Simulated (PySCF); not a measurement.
C2H8O2Si, SMILES C[C@@H]([SiH2]O)O.

Geometry: PBE0-D3(BJ)/def2-SVP. The structure was generated by enumeration; whether it is a known compound was not checked. The values are those of a single conformer.

These are M06-2X/def2-TZVP run with PySCF values and carry that method's errors.

The molecule is in vacuum.

Computed frontier levels, gap, dipole moment and polarisability:
```
Item                                                                                                           Result
---------------------------------------------------------------------------------------------  ----------------------
highest occupied level                                                                                       -8.82 eV
lowest empty level                                                                                            1.07 eV
orbital gap                                                                                                   9.88 eV
dipole moment                                                                                                  2.32 D
quadrupole, principal values (traceless, Buckingham form, about the centre of nuclear charge)  -5.82, -0.32, 6.14 D·Å
mean static polarisability                                                                       57.2 bohr³ (8.48 Å³)
polarisability, principal values                                                               52.8, 56.7, 62.2 bohr³
```
